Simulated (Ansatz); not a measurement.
System: sum formula AlO$_{2}$ClH$_{2}$, charge 0, multiplicity 1. 
Geometry from a B3LYP-D3(BJ)/def2-TZVP (Ansatz, an electronic-structure program) optimisation:
SMILES: [OH][Al]([OH])[Cl]
```xyz
6

O      1.3400    -1.3884    -0.0862
Al    -0.0362    -0.4126    -0.0247
O     -1.5733    -1.1005    -0.0630
Cl     0.1071     1.6688     0.1001
H      2.2354    -1.0481    -0.0676
H     -1.7190    -2.0463    -0.1196
```
Charge 0, spin multiplicity 1.

Basis-set convergence of Hartree-Fock and CCSD correlation energies (hartree) with Ansatz. Correlated levels leave the core frozen unless marked. No spin-orbit coupling. No relativistic terms.

```
basis            functions       E(HF)  E(corr, CCSD)
---------------  ---------  ----------  -------------
aug-cc-pV(D+d)Z        128  -852.54760       -0.63826
aug-cc-pV(T+d)Z        248  -852.61185       -0.78113
aug-cc-pV(Q+d)Z        430  -852.62816       -0.83124
```

Extrapolating the two largest sets (X = 3 and 4) as X^-3: E(corr) = (64·(-0.83124) - 27·(-0.78113))/37 = -0.8678 Eh, an estimate of the basis-set limit. The largest set recovers 95.8 % of it, the smallest 73.5 %.
